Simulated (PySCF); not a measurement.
## Relaxation of singlet [GeH3]+

All numbers come from PBE0 in PySCF with Ge def2-TZVP, H def2-TZVP; no relativity; density-fitted integrals. A (50,194) grid was used.

A hand-made trigonal planar start, of D3h symmetry, held to at least that symmetry:

```xyz
4
charge 1 multiplicity 1, angstrom
Ge    0.0000    0.0000    0.0000
H     1.4994    0.0000    0.0000
H    -0.7497    1.2985    0.0000
H    -0.7497   -1.2985    0.0000
```

(1) What forces act on the atoms at the start (eV/Å)?

(2) What does it relax to?

(3) How much energy is released, and in how many steps?

## Answers

(1) 
```csv
atom,Fx,Fy,Fz
Ge1,0.00,0.00,0.00
H2,0.44,0.00,0.00
H3,-0.22,0.38,0.00
H4,-0.22,-0.38,0.00
```

(2) It ends at D3h with Ge–H 1.522 Å (×3); H–Ge–H 120.0° (×3). A frequency run shows a minimum.

(3) 1.4 kJ/mol in 3 steps.

The relaxation took roughly 17 core-seconds on a shared host.
